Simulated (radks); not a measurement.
Problem. The lead ion Pb51+, configuration [Ar] 3d10 4s2 4p1. Method: scalar-relativistic Kohn-Sham, PBE, spin-polarised, spherical densities, finite nucleus; open shells are filled with parallel spins first (spin-orbit coupling, left out, can overturn this in heavy ions); Fermi nuclear charge, rms radius 5.5012 fm; computed with a radial shooting solver on a logarithmic mesh with Libxc functionals. Some entries of the table are withheld. Estimate them.

orbital  occ.  eigenvalue (hartree)  r(max) (bohr)
1s up       1             -3339.694       0.009847
1s down     1             -3339.648       0.009847
2s up       1             -680.4246        0.05711
2s down     1             -680.3999        0.05711
2p up       3             -598.5155        0.04755
2p down     3             -598.4770        0.04755
3s up       1             -235.5468         0.1597
3s down     1             -235.5006         0.1597
3p up       3             -211.8627         0.1593
3p down     3             -211.8102         0.1594
3d up       5             -188.6380         0.1292
3d down     5             -188.5908         0.1292
4s up       1                   (1)         0.3364
4s down     1                   (2)         0.3362
4p up       1             -106.1872         0.3472
4p down     0             -105.9332         0.3470

Solution. 
(1) 4s up eigenvalue (hartree): -115.1708
(2) 4s down eigenvalue (hartree): -114.9164
